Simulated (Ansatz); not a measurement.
Reaction (atomization): `O[SiH]1[NH][GeH2]1` → Ge• + 5 H• + N• + O• + Si•

Gas-phase electronic energies from Ansatz, PBE0-D4/def2-TZVP geometries. CCSD(T)/CBS adds triple-zeta CCSD(T) − MP2 to the extrapolated MP2 energy (def2 sets, frozen cores). This one scheme is used for every species, atoms too. DFT in def2-TZVPP. B3LYP here is the variant with VWN-RPA as its local correlation; programs differ in this. Open shells (•) are unrestricted, without spin–orbit coupling. Spin–orbit coupling would lower the free atoms: a little for O, Si; clearly for Ge. Bonds to Ge are less sure, by a few kJ/mol each and by 10 to 20 or more in all where they break to atoms, as the def2 sets lack core-valence functions. Scalar relativity is left out up to krypton. Each species was taken in one conformer, which may not be the lowest.

```csv
level,ΔE (kJ/mol),difference from CCSD(T)/CBS
B3LYP-D4,2885.9,-30.2
ωB97X-V,2921.9,5.8
PBE,2912.0,-4.1
r2SCAN,2896.4,-19.7
B3LYP,2854.9,-61.2
HF/def2-TZVPP,1941.0,-975.1
SCS-MP2/def2-TZVPP,2860.3,-55.8
HF/def2-QZVPP,1947.5,-968.6
MP2/CBS(def2),2956.6,40.5
CCSD/CBS(def2),2864.0,-52.1
CCSD(T)/CBS,2916.1,0
```

Largest T1 diagnostic among the species: 0.013.

In def2-TZVPP, CCSD(T) changes the Hartree–Fock value by +878.5 kJ/mol (the triples alone add +52.1 kJ/mol) and MP2 by +919.1 kJ/mol; breaking electron pairs costs correlation energy, which Hartree–Fock lacks. The D4 term adds +30.9 kJ/mol with B3LYP and +16.0 kJ/mol with PBE0; it sums over pairs of atoms, weighted by their polarisabilities, and B3LYP, whose exchange is more repulsive, gets the larger term. From PBE to PBE0 (25 % exact exchange), in def2-TZVPP and without D4, ΔE moves by −60.5 kJ/mol: exact exchange takes away binding that semilocal exchange gives to molecules.

For atomizations the MP2-based limit and the directly extrapolated one differ by several kJ/mol either way, and by 10 to 25 for some Ge, Se and Sn compounds, so smaller differences from it don't rank the levels.
